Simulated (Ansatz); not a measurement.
`[F][GeH2][AlH2]` + `C[SeH]` → `C[Se][GeH2][F]` + `[AlH3]`  (cleavage of the Ge–Al bond)

Gas-phase electronic energies from Ansatz, PBE0-D4/def2-TZVP geometries. CCSD(T)/CBS is the MP2 limit (def2-TZVPP, def2-QZVPP) plus CCSD(T) − MP2 in def2-TZVPP, frozen cores. This one scheme is used for every species. DFT in def2-TZVPP. B3LYP here is the variant with VWN-RPA as its local correlation; programs differ in this. HSE06 is defined as in plane-wave codes. For Ge, Se outer-core shells are correlated without core-valence functions, which leaves a few kJ/mol of doubt a bond. Scalar relativity is left out up to krypton. One conformer a species, not always the lowest.

`[F][GeH2][AlH2]`:

Z-matrix (Å, degrees):
```
Ge
Al 1 2.493
F 1 1.758 2 108.2
H 1 1.545 2 115.6 3 -116.7
H 1 1.546 2 115.7 3 116.7
H 2 1.583 1 120.5 3 0.2
H 2 1.587 1 118.2 3 180.0
```

`C[SeH]`:

Cartesian coordinates in Å:
```
C 0.341 -0.232 0.358
Se -1.118 0.939 -0.190
H 0.107 -1.268 0.126
H 0.429 -0.116 1.437
H 1.272 0.071 -0.114
H -1.032 0.606 -1.617
```

`C[Se][GeH2][F]`:

Z-matrix (Å, degrees):
```
C
Se 1 1.958
H 1 1.089 2 106.1
H 1 1.088 2 110.4 3 -118.6
H 1 1.087 2 110.1 3 118.7
Ge 2 2.320 1 96.8 3 175.9
F 6 1.746 2 109.5 1 71.0
H 6 1.532 2 109.6 1 -172.4
H 6 1.536 2 111.6 1 -43.7
```

`[AlH3]`:

```xyz
4

Al    0.000    0.000    0.000
H     1.175    0.537    0.920
H     0.111   -1.431   -0.674
H    -1.286    0.895   -0.247
```

| level | ΔE (kJ/mol) | difference from CCSD(T)/CBS |
| --- | --- | --- |
| LDA (SPW92) | -33.6 | 9.9 |
| PBE-D4 | -35.9 | 7.6 |
| revPBE-D4 | -39.6 | 3.9 |
| BLYP-D4 | -41.0 | 2.5 |
| r2SCAN-D4 | -41.6 | 1.9 |
| B97M-V | -49.5 | -6.0 |
| PBE0-D4 | -38.4 | 5.1 |
| B3LYP-D4 | -41.8 | 1.7 |
| r2SCANh-D4 | -42.0 | 1.5 |
| HSE06-D4 | -38.4 | 5.1 |
| BHLYP-D4 | -45.2 | -1.7 |
| CAM-B3LYP-D4 | -40.9 | 2.6 |
| ωB97X-V | -42.2 | 1.3 |
| ωB97M-V | -43.5 | 0.0 |
| B2PLYP | -41.9 | 1.6 |
| PBE-QIDH | -43.6 | -0.1 |
| revPBE | -30.8 | 12.7 |
| r2SCAN | -40.6 | 2.9 |
| PBE0 | -34.9 | 8.6 |
| r2SCANh | -40.9 | 2.6 |
| r2SCAN0 | -41.5 | 2.0 |
| HSE06 | -35.1 | 8.4 |
| BHLYP | -39.7 | 3.8 |
| CAM-B3LYP | -37.3 | 6.2 |
| LC-ωPBE | -36.2 | 7.3 |
| RPA@PBE/def2-TZVPP | -40.3 | 3.2 |
| HF/def2-SVP | -44.1 | -0.6 |
| MP2/def2-SVP | -53.5 | -10.0 |
| CCSD/def2-SVP | -42.3 | 1.2 |
| CCSD(T)/def2-SVP | -43.8 | -0.3 |
| HF/def2-TZVPP | -44.7 | -1.2 |
| MP2/def2-TZVPP | -52.1 | -8.6 |
| SCS-MP2/def2-TZVPP | -49.0 | -5.5 |
| CCSD/def2-TZVPP | -40.8 | 2.7 |
| CCSD(T)/def2-TZVPP | -42.4 | 1.1 |
| HF/def2-QZVPP | -44.1 | -0.6 |
| SCS-MP2/def2-QZVPP | -49.3 | -5.8 |
| HF/CBS(def2) | -44.1 | -0.6 |
| MP2/CBS(def2) | -53.2 | -9.7 |
| CCSD/CBS(def2) | -41.8 | 1.7 |
| CCSD(T)/CBS | -43.5 | 0 |

Largest T1 diagnostic among the species: 0.012.

From BLYP to BHLYP (50 % exact exchange), in def2-TZVPP and without D4, ΔE moves by −6.8 kJ/mol. Leaving LDA and LC-ωPBE aside and taking each functional with its dispersion term where it has one, the values spread over 13.6 kJ/mol, from B97M-V to PBE-D4. The D4 term adds −6.5 kJ/mol with B3LYP and −3.5 kJ/mol with PBE0; it sums over pairs of atoms, weighted by their polarisabilities, and B3LYP, whose exchange is more repulsive, gets the larger term.
